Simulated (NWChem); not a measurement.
Molecule: SnSiH4, singlet; SMILES [SiH3][SnH]

```xyz
6

Sn    -0.0303     0.6907     0.0000
H      1.7506     0.6101     0.0000
Si    -0.0186    -1.9704     0.0000
H      0.7055    -2.4870     1.2096
H      0.7055    -2.4870    -1.2096
H     -1.3841    -2.5878     0.0000
```
Atoms are numbered in this order, from 1.

Low-valent species are run as closed-shell singlets; no triplet was tried in these runs. Coordinates come from a PBE0/def2-SVP optimisation. No frequency run checked for a minimum. def2 effective core potentials on Sn; no spin-orbit coupling.

Symmetry labels are those of Cs in the frame above (b1 and b2, or b-type labels, depend on it).

Q: List the 4 lowest vertical singlet excitations from CAM-B3LYP/def2-SVPD with def2 effective core potentials on Sn, TDA (NWChem).

A: 
```tsv
state	energy (eV)	oscillator strength	symmetry	leading excitation (squared amplitude)
S1	1.98	0.007	a"	HOMO → LUMO (0.99)
S2	3.23	0.006	a"	HOMO−1 → LUMO (0.98)
S3	5.46	0.048	a'	HOMO → LUMO+2 (0.80)
S4	5.74	0.478	a'	HOMO → LUMO+1 (0.66)
```
